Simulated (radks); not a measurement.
Values are calculated unless marked as measured or tabulated.
Task: The mean radii <r> (bohr) of the occupied orbitals of an atom or ion are listed with their occupations. Level of theory: scalar-relativistic Kohn-Sham, r2SCAN, spin-polarised, spherical densities, finite nucleus; meta-GGA in the generalised Kohn-Sham scheme; Fermi nuclear charge, rms radius of each element as measured or else 0.836 A^(1/3) + 0.57 fm (a radial shooting solver on a logarithmic mesh with Libxc functionals).

orbital  occ.      <r>
1s down     1  0.02843
1s up       1  0.02843
2s up       1   0.1226
2s down     1   0.1226
2p up       3   0.1071
2p down     3   0.1071
3s up       1   0.3297
3s down     1   0.3297
3p up       3   0.3281
3p down     3   0.3281
3d up       5   0.3052
3d down     5   0.3052
4s up       1   0.7865
4s down     1   0.7865
4p up       3   0.8416
4p down     3   0.8418
4d up       5   0.9715
4d down     4   0.9734

Name the element and its charge. Open shells, if any, are filled with parallel spins first.

Result: Z = 51, antimony, charge +6: Sb6+ in [Kr] 4d9. The 1s radius gives Z: for a bare nucleus <r> = (2 gamma + 1)/(2Z) with gamma = sqrt(1 - (Z/c)^2), 0.028 bohr for Z = 51, and screening makes it slightly larger (0.02843 here). The occupations add up to 45, and the charge is Z minus that.
